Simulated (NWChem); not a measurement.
Total energies of CHO₂

SMILES: [O]C=O
```xyz
4

O     -1.1753     0.0000    -0.1653
C      0.0000     0.0000     0.2092
O      1.1753     0.0000    -0.1653
H      0.0000     0.0000     1.3892
```
Charge 0, spin multiplicity 2.

All runs are NWChem calculations. All single points use one geometry, from UPBE/def2-SVP, a minimum by its harmonic frequencies.

Basis set: STO-3G (16 functions).

```json
[
 {"method": "UHF", "total energy (Ha)": "-185.51901"},
 {"method": "UMP2", "total energy (Ha)": "-185.72159"},
 {"method": "UB2PLYP", "total energy (Ha)": "-186.23510"},
 {"method": "UPBE", "total energy (Ha)": "-186.30507"},
 {"method": "UB3LYP", "total energy (Ha)": "-186.47066"},
 {"method": "UBP86", "total energy (Ha)": "-186.50312"}
]
```

Total energies of different functionals aren't comparable as a measure of quality: only differences taken within one method are. 

The correlated methods keep 3 core orbitals frozen. B3LYP has NWChem's definition, with VWN1-RPA local correlation. The structure started from a generated list of species. The unpaired electrons of the parent sit in orbitals of symmetry a1 (C2v labels of the run); other states weren't searched. No SCF solution was tested for a lower state. Open-shell Hartree-Fock references start from PBE0 orbitals.
